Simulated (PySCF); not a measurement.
BHO, SMILES B=O. Heavy atoms are numbered as in [BH:2]=[O:3]. Hydrogens are named by the atom that carries them.

The structure is a stationary point at PBE0-D3(BJ)/def2-TZVPD.

Calculation: B3LYP/def2-TZVPD run with PySCF.

ESP charges are fitted to the potential on shells at 1.4 to 2.0 van der Waals radii. Atomic charges (e), one atom of each kind:

```csv
atom,meta-Löwdin,ESP fit
H on B2,0.05,0.03
B2 (BH),0.32,0.43
O3,-0.37,-0.46
```
